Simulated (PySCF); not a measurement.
**TDDFT excited states: [C5H3O3S]-**

Species: C5H3O3S (charge -1).
Z-matrix (Å and degrees, GFN2-xTB geometry), rows numbered from 1:
```
O 
C   1  1.2206
O   2  1.3674  1  118.82
C   2  1.4395  1  127.03  3  -179.99
C   4  1.3751  2  121.25  1     0.09
S   5  1.7143  4  112.46  2   179.98
C   6  1.8964  5   91.57  4     0.01
O   7  1.2227  6  119.38  5   180.00
C   7  1.3733  6  105.47  5    -0.01
H   3  0.9684  2  107.65  1     0.02
H   5  1.0722  4  127.03  2    -0.06
H   9  1.0758  4  122.70  2     0.03
```

Method: PySCF, TDDFT wB97X-D/def2-SVPD, vertical, gas phase, core orbitals frozen in the response.

| state | E (eV) | E (kJ/mol) | λ (nm) | f | symmetry | main configurations (H = HOMO, L = LUMO) |
| --- | --- | --- | --- | --- | --- | --- |
| S1 | 3.11 | 300 | 398.2 | 0.044 | A′ | H→L (98%) |
| S2 | 4.13 | 399 | 300.2 | 0.0003 | – | H→L+2 (46%), H→L+1 (15%), H→L+3 (15%) |
| S3 | 4.42 | 426 | 280.5 | 0.0025 | A″ | H→L+1 (57%), H→L+4 (23%) |
| S4 | 4.71 | 455 | 263.1 | 0.0005 | – | H-1→L (92%) |
| S5 | 4.91 | 473 | 252.7 | 0.0018 | – | H→L+3 (38%), H→L+2 (27%), H→L+4 (18%) |
| S6 | 5.05 | 487 | 245.4 | 0.084 | A′ | H-2→L (62%), H→L+6 (24%) |
| S7 | 5.14 | 496 | 241.1 | 0.0005 | – | H→L+4 (47%), H→L+3 (25%), H→L+1 (13%) |
| S8 | 5.33 | 514 | 232.6 | 0.0024 | A″ | H→L+5 (36%), H→L+7 (31%), H→L+2 (11%) |

Triplets, Tamm–Dancoff:

```csv
state,E (eV),λ (nm),"main configurations (H = HOMO, L = LUMO)"
T1,2.01,618.0,H→L (93%)
T2,4.02,308.3,"H→L+2 (46%), H→L+3 (16%), H→L+5 (8%)"
T3,4.15,299.1,H-2→L (92%)
```

The lowest singlet lies at 3.11 eV (398 nm, visible) and is of moderate strength; its leading configuration is HOMO→LUMO (98%). The most intense listed level is S6 at 5.05 eV (245 nm, f = 0.084), 1.94 eV above S1. Löwdin shares by element: HOMO carbon 53% or more, oxygen 23% or more (atoms not listed hold the other 24%); LUMO carbon 42% or more, oxygen 16% or more, sulfur 13% (atoms not listed hold the other 29%). Weighted by f, the mean energy of these states is 4.42 eV. Of the 8 states listed, 2 reach f = 0.01 and 2 stay under 0.0005. Orbital energies (eV): HOMO-3 -6.47, HOMO-2 -4.75, HOMO-1 -4.33, HOMO -2.54, LUMO 4.39, LUMO+1 4.88, LUMO+2 5.46. S1 lies in the visible range (380 to 750 nm), at 398 nm, f = 0.044; light of that wavelength is violet, and its complementary colour is yellow-green; a Tamm–Dancoff triplet lies at 618 nm, without intensity as long as spin–orbit coupling is left out. No detachment energy is given for this anion; states above it aren't bound, and a finite basis only mimics them. Symmetry labels in Cs follow from the direction of the transition dipole and are given only for states with f of 0.002 or more. Only the lowest 8 singlets were computed, as vertical energies without vibronic structure.

One conformer stands for the species.
